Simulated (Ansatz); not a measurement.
CH6FGeNS can be A, `[NH2][GeH2][S]CF`, or B, `[CH3][Ge]([NH2])([F])[SH]`.

Computed with Ansatz on PBE0-D4/def2-TZVP structures; ΔE is electronic, products minus reactants. CCSD(T)/CBS is the MP2 limit (def2-TZVPP, def2-QZVPP) plus CCSD(T) − MP2 in def2-TZVPP, frozen cores. Functionals use def2-TZVPP. B3LYP here is the variant with VWN-RPA as its local correlation; programs differ in this. For Ge outer-core shells are correlated without core-valence functions, which leaves a few kJ/mol of doubt a bond. Scalar relativity is left out up to krypton. One conformer a species, not always the lowest.

Which isomer does CCSD(T)/CBS put lower? Give the gap. (An estimate is asked.)

Ansatz gave: B, by 211.6 kJ/mol.

Give E(B) − E(A) in kJ/mol with B3LYP, PBE-D4, HF/def2-TZVPP, B2PLYP, B3LYP-D4, r2SCAN-D4, PBE0-D4. (Estimate.)

The calculation gave: B3LYP -199.3, PBE-D4 -189.5, HF/def2-TZVPP -212.9, B2PLYP -208.1, B3LYP-D4 -199.7, r2SCAN-D4 -203.9, PBE0-D4 -197.9. None reverses the order clearly.

Largest T1 diagnostic: 0.012.

From PBE to PBE0 (25 % exact exchange), in def2-TZVPP and without D4, E(B) − E(A) moves by −8.4 kJ/mol.
